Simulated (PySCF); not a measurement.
# Dipole moment and polarisability of `C=C[C]1=CC(F)=[CH][Ge@H]1[CH3]`

Species: C7H9FGe.
Cartesian coordinates in Å at the PBE0-D3(BJ)/def2-SVP level; atoms count from 1:
```
atom  x, y, z in Å
C1    -1.2330   -2.4257   -0.4705
C2    -1.6932   -1.1663   -0.3984
C3    -0.8627    0.0177   -0.3572
C4    -1.3367    1.2870   -0.3178
C5    -0.3446    2.3676   -0.2722
F6    -0.8393    3.6043   -0.2481
C7     0.9705    2.0878   -0.2579
Ge8    1.1013    0.1553   -0.3010
C9     1.8773   -0.6394    1.2992
H10   -0.1598   -2.6380   -0.5122
H11   -1.9098   -3.2825   -0.4978
H12   -2.7787   -1.0027   -0.3683
H13   -2.4011    1.5470   -0.3192
H14    1.7330    2.8660   -0.2294
H15    1.7805   -0.3879   -1.5727
H16    1.7667   -1.7331    1.2741
H17    1.3617   -0.2521    2.1890
H18    2.9467   -0.3953    1.3722
```

Level: CAM-B3LYP/def2-SVPD (PySCF), static field, nuclei fixed, core orbitals frozen in the response. The polarisability tensor in these axes (au):

```
x   117.51   2.39   5.26
y     2.39 149.38   0.12
z     5.26   0.12  80.71
```

**Question.** Give the principal values, the mean and the anisotropy Δα = √{½[(α1 − α2)² + (α2 − α3)² + (α1 − α3)²]}.

**Answer.** Principal values 79.97, 118.06 and 149.57 au; mean 115.87 au = 17.17 Å³ = 19.10 × 10⁻⁴⁰ C²·m²/J; Δα = 60.36 au (52 % of the mean).

**Question.** What is the dipole moment, and where does it point?

**Answer.** (0.49, -1.83, 0.48) D, 1.96 D in size, pointing from the negative to the positive side. Measured along this direction, the outermost atoms are F6 at the negative end and H11 and H16 at the positive end.

**Question.** Give the eigenvalues of the traceless quadrupole moment Θ = ½Σq(3rr − r²1), origin at the centre of nuclear charge.

**Answer.** -5.01, -3.84, 8.85 D·Å. The values depend on the origin, since the dipole doesn't vanish. The electronic extent ⟨r²⟩ about the same centre is 1660 bohr², a root-mean-square distance of 2.25 Å for the 92 electrons.

**Question.** Sum over states: ᾱ = Σ f/ω², ω in Eh. What share falls to these 10 lowest TDDFT singlets (eV, f)? 4.08, 0.2302; 5.37, 0.0016; 6.00, 0.0509; 6.18, 0.1059; 6.33, 0.2052; 6.37, 0.0147; 6.48, 0.0061; 6.76, 0.0138; 6.79, 0.0084; 6.95, 0.0387.

**Answer.** They add up to 18.49 au, 16.0 % of the 115.87 au; the largest single term is 10.23 au, from the state at 4.08 eV. Terms in order: 10.23, 0.04, 1.05, 2.05, 3.79, 0.27, 0.11, 0.22, 0.13, 0.59 au. Higher excitations give the rest. The strengths listed sum to 0.676.

**Question.** Directions of the eigenvectors, and the extent of the frame along each?

**Answer.** Largest value along (0.08, 1.00, 0.01), where the nuclei span 6.95 Å; middle along (0.99, -0.08, 0.14), 5.85 Å; least along (-0.14, 0.00, 0.99), 3.78 Å. The response follows the extents in order.

**Question.** What molar refraction does this α imply?

**Answer.** Lorentz–Lorenz: R = (4π/3)N_A α = 2.5225 cm³/(mol·Å³) × 17.17 Å³ = 43.3 cm³/mol, in the limit of long wavelengths.

Geometry: PBE0-D3(BJ)/def2-SVP, one conformer, isolated molecule. The calculation is non-relativistic, for germanium too.

The run behind these numbers computed excited states and ΔSCF ions as well. The run took 13 min wall, 11 min CPU on one thread, Intel Xeon at 2.50 GHz (x86_64), on a shared host, and the process peaked at 1.4 GiB of memory.
